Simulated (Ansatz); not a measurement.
Born–Oppenheimer molecular dynamics of ClGeH5O (8 atoms, charge 0, multiplicity 1). It starts at the highest image of a converged band. Of that band: Neighbouring images differ by up to 2.3 eV, so the band resolves the path poorly. A vibrational analysis at the climbing image gives one clearly imaginary mode, 1080i cm⁻¹: a first-order saddle point.

These are results of Ansatz 0.2.0, RHF/def2-SVP, not measurements.

```
ensemble                      : NVE (velocity Verlet)
time step                     : 0.5 fs
steps asked                   : 200
starting velocities drawn for : 300 K
seed                          : 6706
```

Frames 2.5 fs apart, positions in Å.

Velocities at 45 fs (Å/ps):

```
Ge -5.09 -4.79 -6.87
H -27.94 -4.73 -20.46
H -11.44 -18.81 18.77
O 5.08 -6.33 5.37
H 10.41 -2.52 -4.38
H 12.45 3.60 -8.84
Cl 8.20 12.77 15.85
H 14.50 19.34 -132.68
```

```xyz
8
Properties=species:S:1:pos:R:3 time_fs=45 energy_less_start_eV=-2.178 T=3098
Ge -0.087 0.089 -0.314
H -0.558 -0.612 0.905
H 1.305 0.611 -0.140
O -1.123 1.510 -0.498
H -1.989 1.453 -0.859
H -0.124 -0.801 -1.578
Cl 1.484 2.353 1.785
H 1.836 3.112 2.718
8
Properties=species:S:1:pos:R:3 time_fs=47.5 energy_less_start_eV=-1.866 T=2708
Ge -0.100 0.078 -0.331
H -0.635 -0.646 0.875
H 1.292 0.567 -0.095
O -1.110 1.494 -0.485
H -1.968 1.441 -0.873
H -0.099 -0.791 -1.597
Cl 1.504 2.383 1.823
H 1.910 3.244 2.470
8
Properties=species:S:1:pos:R:3 time_fs=50 energy_less_start_eV=-1.989 T=2861
Ge -0.113 0.065 -0.349
H -0.715 -0.712 0.865
H 1.306 0.528 -0.051
O -1.098 1.482 -0.473
H -1.947 1.423 -0.886
H -0.085 -0.784 -1.616
Cl 1.521 2.408 1.856
H 2.073 3.570 2.386
8
Properties=species:S:1:pos:R:3 time_fs=52.5 energy_less_start_eV=-1.414 T=2126
Ge -0.126 0.052 -0.366
H -0.776 -0.783 0.832
H 1.319 0.485 -0.012
O -1.088 1.473 -0.463
H -1.920 1.402 -0.896
H -0.084 -0.780 -1.647
Cl 1.540 2.437 1.891
H 2.175 3.772 2.256
8
Properties=species:S:1:pos:R:3 time_fs=55 energy_less_start_eV=-1.949 T=2810
Ge -0.138 0.038 -0.382
H -0.806 -0.841 0.753
H 1.305 0.431 0.018
O -1.081 1.469 -0.455
H -1.904 1.386 -0.908
H -0.096 -0.776 -1.688
Cl 1.563 2.472 1.928
H 2.161 3.733 2.062
8
Properties=species:S:1:pos:R:3 time_fs=57.5 energy_less_start_eV=-1.945 T=2808
Ge -0.149 0.022 -0.397
H -0.812 -0.887 0.642
H 1.266 0.368 0.035
O -1.076 1.470 -0.449
H -1.895 1.380 -0.917
H -0.118 -0.762 -1.733
Cl 1.587 2.513 1.966
H 2.078 3.552 1.847
8
Properties=species:S:1:pos:R:3 time_fs=60 energy_less_start_eV=-2.238 T=3174
Ge -0.159 0.005 -0.411
H -0.816 -0.944 0.537
H 1.230 0.307 0.048
O -1.075 1.475 -0.445
H -1.885 1.387 -0.920
H -0.146 -0.730 -1.776
Cl 1.609 2.546 2.006
H 2.102 3.604 1.590
8
Properties=species:S:1:pos:R:3 time_fs=62.5 energy_less_start_eV=-1.768 T=2581
Ge -0.169 -0.013 -0.426
H -0.842 -1.030 0.466
H 1.223 0.256 0.062
O -1.076 1.483 -0.442
H -1.885 1.409 -0.921
H -0.174 -0.677 -1.820
Cl 1.630 2.578 2.046
H 2.167 3.745 1.317
8
Properties=species:S:1:pos:R:3 time_fs=65 energy_less_start_eV=-1.681 T=2470
Ge -0.179 -0.032 -0.442
H -0.882 -1.128 0.422
H 1.238 0.217 0.078
O -1.078 1.492 -0.440
H -1.893 1.442 -0.922
H -0.199 -0.610 -1.868
Cl 1.653 2.615 2.083
H 2.143 3.696 1.163
8
Properties=species:S:1:pos:R:3 time_fs=67.5 energy_less_start_eV=-2.305 T=3262
Ge -0.189 -0.051 -0.457
H -0.916 -1.200 0.376
H 1.244 0.183 0.086
O -1.079 1.500 -0.438
H -1.895 1.484 -0.915
H -0.214 -0.534 -1.919
Cl 1.679 2.657 2.115
H 2.032 3.459 1.166
8
Properties=species:S:1:pos:R:3 time_fs=70 energy_less_start_eV=-1.895 T=2753
Ge -0.199 -0.071 -0.472
H -0.930 -1.224 0.312
H 1.220 0.151 0.081
O -1.080 1.506 -0.436
H -1.897 1.528 -0.906
H -0.219 -0.457 -1.969
Cl 1.705 2.700 2.148
H 1.914 3.212 1.156
8
Properties=species:S:1:pos:R:3 time_fs=72.5 energy_less_start_eV=-2.204 T=3136
Ge -0.210 -0.091 -0.487
H -0.931 -1.210 0.239
H 1.178 0.122 0.069
O -1.078 1.510 -0.432
H -1.901 1.568 -0.899
H -0.210 -0.386 -2.009
Cl 1.730 2.739 2.189
H 1.850 3.103 0.888
```

Of the whole run (100 fs, mean temperature of the second half 2792 K): The conserved energy stayed within 1.2 meV per atom of its start (net change 0.12 meV per atom), so the integration is sound. The kinetic energy rose, since the run started high on the potential surface and went downhill. It ends in pieces (ClH + GeH4O), so much of that is their flight and rotation, not heat. A run of 0.1 ps of so small a system gives no equilibrium averages. The orbitals stay closed-shell, which can raise the energy where a bond breaks towards radicals; this wasn't checked here.

The run took 6.2 min on 1 thread of Arm Neoverse V1, on a shared host, peak memory 0.17 GiB.
